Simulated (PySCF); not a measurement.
**Does the structure fit the spectrum?**

A compound C$_{6}$H$_{16}$NPSi gives the data below (simulated from a calculation) and was assigned the structure `CCP1(=N)CC[SiH2]CC1`.

¹³C{¹H} NMR (computed): δ 36.8 (CH2, 2C), 31.0 (CH2), 27.7 (CH2, 2C), 14.5 (CH3).

¹H NMR (400 MHz, computed): δ 4.90 (m, 3H), 2.05 (m, 2H), 2.04 (m, 2H), 1.76 (m, 1H), 1.75 (m, 2H), 1.41 (m, 3H), 1.16 (m, 2H), 1.11 (m, 1H).

Computational details: σ from GIAO-PBE0/pcSseg-1, GFN2-xTB structure, in PySCF 2.14.0 with density-fitted response routines (single conformer, non-relativistic Hamiltonian, isolated molecule, rapidly exchanging positions averaged).

References, each an isolated molecule treated in the same way: ¹H and ¹³C against TMS.

(1) Compare with the shifts computed for the proposed structure, pairing carbons in order of shift.

(2) Which isomer fits?

Results:

(1) Structure with atom numbers: `[CH3:1][CH2:2][P:3]1(=[NH:4])[CH2:5][CH2:6][SiH2:7][CH2:8][CH2:9]1` (H(Xn): hydrogen on atom n).

```csv
atom,computed for proposal,given list,difference
C2,32.1,36.8,-4.7
C5,29.5,36.8,-7.3
C9,29.5,31.0,-1.5
C1,7.3,27.7,-20.4
C6,4.4,27.7,-23.3
C8,4.4,14.5,-10.1
```

The rms difference is 13.8 ppm and the largest -23.3 ppm at C6 (sp3 CH2 bonded to Si). The carbon types in order of shift don't match either: CH2, CH2, CH2, CH3, CH2, CH2 for the proposal against CH2, CH2, CH2, CH2, CH2, CH3 in the data. The proposal doesn't fit.

(2) SMILES CP1(=N[SiH3])CCCCC1.

δC 31.0, 27.7: sp3 CH2 in a ring; saturated and bonded to C and H only. δH 4.90: hydrogen on a silicon bonded to N. δH 2.05, 1.76, 1.16, 1.11: hydrogen on an sp3 CH2 in a ring. δH 2.04, 1.75: hydrogen on an sp3 CH2 bonded to P.

Other isomers checked: CC/C([SiH3])=P/N(C)CC (rms 67.6 ppm).

The data come from this structure; uniqueness wasn't tested.

Splittings by ³¹P in the carbon and heteronuclear signals aren't shown, as no couplings were computed. Shifts are as computed. Against solution values, carbons near 30 ppm lie about +3 ppm off and those near 130 ppm about +5 ppm. Of 1211 compounds with measured shifts, 218 miss one by over three times the rms of a fit or turn the order of signals round; such compounds aren't used in these exercises. No couplings were computed; multiplicities are counted from neighbouring protons, with m where these are inequivalent, close in shift, in a saturated or five-membered ring or joined by F or P, and br s for small geminal =CH2 splittings.
